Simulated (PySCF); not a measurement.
`CN(C)/C1=C/CC/C=C\CC1`, C$_{10}$H$_{17}$N

Cartesian coordinates in Å; atom numbers follow the order of the lines, from 1:
```xyz
28

C    -2.5355   -1.0533   -0.1225
N    -1.9054    0.1819   -0.5189
C    -2.6928    1.3444   -0.2199
C    -0.5096    0.2872   -0.4265
C     0.0935    1.4099    0.0262
C     1.5517    1.7744    0.0748
C     2.6096    0.6649    0.1959
C     2.3533   -0.3079    1.3098
C     1.5532   -1.3796    1.2785
C     0.7179   -1.9062    0.1470
C     0.2585   -0.9143   -0.9299
H    -2.0135   -1.9217   -0.5443
H    -3.5678   -1.0785   -0.5041
H    -2.5785   -1.1862    0.9797
H    -2.3274    2.2091   -0.7934
H    -3.7377    1.1568   -0.5089
H    -2.6838    1.6231    0.8560
H    -0.5543    2.2074    0.3968
H     1.8129    2.3967   -0.8038
H     1.6788    2.4494    0.9386
H     3.5801    1.1563    0.3702
H     2.7259    0.1354   -0.7599
H     2.8601   -0.0971    2.2588
H     1.4941   -1.9755    2.1971
H     1.2653   -2.7315   -0.3477
H    -0.1688   -2.3884    0.5915
H    -0.3673   -1.4505   -1.6597
H     1.1199   -0.5616   -1.5078
```

Level of theory: PySCF, TDDFT CAM-B3LYP/def2-SVP circular dichroism and optical rotation, one conformer, gas phase. Geometry: PBE0-D3(BJ)/def2-SVP.

States above about 6.5 eV (minus the energy of the highest occupied orbital) lie near or above the ionisation threshold and depend on the basis. No stereocentre is labelled: unless the shape is locked (an allene, a helicene, a hindered biaryl), the mirror image is equally populated and a measured rotation or CD is zero.

Problem. Draw the ECD and absorption spectra from the lowest 12 states, each a Gaussian of half-width 0.25 eV at 1/e height.

Solution. 
```
E (eV)  λ (nm)  Δε (L mol⁻¹ cm⁻¹)  ε (L mol⁻¹ cm⁻¹)
  5.35     232              -0.25               160
  5.50     225              -1.98              1290
  5.65     219              -7.70              5080
  5.80     214             -14.65              9810
  5.95     208             -14.03              9400
  6.10     203              -8.94              5310
  6.25     198              -9.35              4020
  6.40     194             -11.23              4370
  6.55     189              -7.35              2980
  6.70     185              -1.94              1960
  6.85     181              -4.86              5680
  7.00     177             -33.47             16000
  7.15     173             -76.30             25100
  7.30     170             -77.07             22100
  7.45     166             -43.99             12200
  7.60     163             -20.97              5220
  7.75     160              -7.90              2640
```
Δε uses R in velocity form, ε uses f in length form. Only the states computed contribute, so the short-wavelength end is incomplete.
